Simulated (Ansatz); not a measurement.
BeO, closed-shell singlet (the spin of the measured ground state), most abundant isotopes (9.0122 and 15.9949 u). Constants from fifth-degree fits in 1/R to seven points on the lowest solution found; no spin–orbit coupling, no relativity up to Kr; ω_e x_e and α_e move by some per cent with the fit.

Correlated levels freeze the cores. CBS: X⁻³ extrapolation of the correlation energy, Hartree–Fock from the larger set.

Codes used: Ansatz (an electronic-structure program). Each number belongs to the level named beside it.

At CCSD(T)/CBS(aug-cc-pVQZ, aug-cc-pV5Z): B₀ = 1.6278 cm⁻¹, fundamental 1455 cm⁻¹.

Question: Taking the state as ¹Σ, work out the ideal-gas entropy and heat capacity at 298.15 K and 1 bar (rigid rotor, harmonic oscillator at the fundamental, no nuclear spin).

Answer: 
Translation: S = R(1.5 ln M + 2.5 ln T − 1.1517) with M = 25.007 u gives 149.00 J/(mol K). Rotation: q = kT/(σhcB₀) = 127.3 with σ = 1 and hc/k = 1.43878 cm K, S = R(ln q + 1) = 48.61. Vibration: u = hcν/kT = 7.020, S = R(u/(eᵘ − 1) − ln(1 − e⁻ᵘ)) = 0.06. Sum S° = 197.7 J/(mol K). C_p = 7R/2 + R u² eᵘ/(eᵘ − 1)² = 29.47 J/(mol K).
